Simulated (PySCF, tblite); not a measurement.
Potential energy curve for H₂ (cation, charge +1), doublet.

Methods: GFN2-xTB, 300 K electronic temperature (tblite); UCCSD(T) = PySCF with CCSD(T) on UHF/6-31G.

Energies relative to the lowest point of each curve near equilibrium, in eV; the last columns give the difference from UCCSD(T):

```
R / Å  GFN2-xTB  UCCSD(T)  GFN2-xTB − UCCSD(T)
-----  --------  --------  -------------------
0.83      0.245     0.297               -0.052
0.88      0.124     0.154               -0.030
0.94      0.039     0.053               -0.014
1.00      0.003     0.007               -0.004
1.03      0.000     0.000                0.000
1.05      0.002     0.000                0.002
1.10      0.022     0.013                0.009
1.13      0.042     0.028                0.014
1.16      0.067     0.049                0.019
1.20      0.107     0.081                0.026
1.27      0.191     0.151                0.041
1.37      0.334     0.269                0.065
1.48      0.505     0.413                0.092
1.64      0.758     0.635                0.124
1.81      1.009     0.872                0.138
1.99      1.238     1.112                0.126
2.17      1.424     1.334                0.090
2.39      1.591     1.570                0.021
2.71      1.734     1.840               -0.106
2.98      1.783     2.004               -0.220
3.30      1.787     2.136               -0.349
3.85      1.715     2.259               -0.544
4.44          —     2.312                    —
```

GFN2-xTB is furthest from UCCSD(T) at 3.85 (-0.544 eV, below); its mean absolute difference over the points is 0.095 eV.

A dash means that the run gave no value there, or that the column was ended at a point which the program doubted or which failed a test of continuity chosen for this set; such a test can also cut sound points.
